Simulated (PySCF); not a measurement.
**Polarisability and C₆ of Si (silicon, neutral)**

[Ne] 3s2 3p2, high-spin 3P determinant. All numbers are calculated (PySCF 2.14, scalar relativity by spin-free X2C-1e, in aug-cc-pVDZ-DK (5s4p2d, 27 functions)). Coupled (time-dependent) response in atomic units; α is the mean over directions. A double-zeta set is small for polarisabilities.

```json
{"method": "UHF", "mean α (bohr³)": "37.36", "α xx, yy, zz": "31.47, 40.31, 40.31", "C₆ (like pair)": "310.7", "S(−4)": "491.5"}
{"method": "PBE", "mean α (bohr³)": "39.61", "α xx, yy, zz": "31.99, 43.42, 43.42", "C₆ (like pair)": "329.7", "S(−4)": "629.9"}
{"method": "PBE0", "mean α (bohr³)": "38.38", "α xx, yy, zz": "31.61, 41.77, 41.77", "C₆ (like pair)": "318.3", "S(−4)": "557.3"}
{"method": "wB97X-V", "mean α (bohr³)": "37.27", "α xx, yy, zz": "31.22, 40.29, 40.29", "C₆ (like pair)": "306.9", "S(−4)": "507.1"}
```

S(−4) is the Cauchy moment in α(ω) = α(0) + S(−4) ω² + …

Reference α: 37.3 ± 0.7 bohr³ (recommended; Schwerdtfeger and Nagle, table of static dipole polarizabilities (2023 update)). Published C₆: 305.0 (Chu and Dalgarno (2004); Tang, Norbeck and Certain (1976)).

α(iu) at wB97X-V:

| u (hartree) | α(iu) (bohr³) |
| --- | --- |
| 0 | 37.27 |
| 0.0500 | 36.06 |
| 0.100 | 32.98 |
| 0.200 | 25.11 |
| 0.300 | 18.33 |
| 0.500 | 10.06 |
| 0.750 | 5.429 |
| 1.00 | 3.326 |
| 1.50 | 1.595 |
| 2.00 | 0.9313 |
| 3.00 | 0.4328 |
| 5.00 | 0.1640 |

The components differ because the open shell of this determinant is not spherical; for a pure term their mean is the scalar polarisability.
